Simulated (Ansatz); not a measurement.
Stepwise reaction of `Cl[SiH2][GeH2][Cl]` with hydrogen, as a gas-phase model of exchange steps in deposition or etching. ΔE in kJ/mol.

Isolated molecules relaxed with PBE0-D4/def2-TZVP in Ansatz; ΔE leaves out vibrations. CCSD(T)/CBS is the MP2 limit (def2-TZVPP, def2-QZVPP) plus CCSD(T) − MP2 in def2-TZVPP, frozen cores. This one scheme is used for every species. DFT in def2-TZVPP. B3LYP here is the variant with VWN-RPA as its local correlation; programs differ in this. For Ge outer-core shells are correlated without core-valence functions, which leaves a few kJ/mol of doubt a bond. Scalar relativity is left out up to krypton. One conformer a species, not always the lowest.

```csv
step,reaction,PBE-D4,B3LYP-D4,ωB97M-V,CCSD(T)/CBS
2,`[SiH3][GeH2][Cl]` + H₂ → `[SiH3][GeH3]` + HCl,51.2,53.1,51.1,49.6
```

(1) Give the row of step 1, `Cl[SiH2][GeH2][Cl]` + H₂ → `[SiH3][GeH2][Cl]` + HCl. (An estimate is asked.)

(2) By hand: ΔE of the 2 steps together at CCSD(T)/CBS.

Results:

(1) Computed: 
```tsv
step	reaction	PBE-D4	B3LYP-D4	ωB97M-V	CCSD(T)/CBS
1	`Cl[SiH2][GeH2][Cl]` + H₂ → `[SiH3][GeH2][Cl]` + HCl	69.7	69.5	69.9	69.8
```

(2) (69.8) + (49.6) = 119.4 kJ/mol, or 59.7 kJ/mol a step.

In ΔE each step is lower than the one before. All are uphill at CCSD(T)/CBS. PBE-D4 differs from CCSD(T)/CBS by -0.1 to 1.6 kJ/mol a step. Only this route is followed, and other bonds may react first. Isolated molecules leave out the surface, adducts and barriers. Largest T1 diagnostic: 0.012.
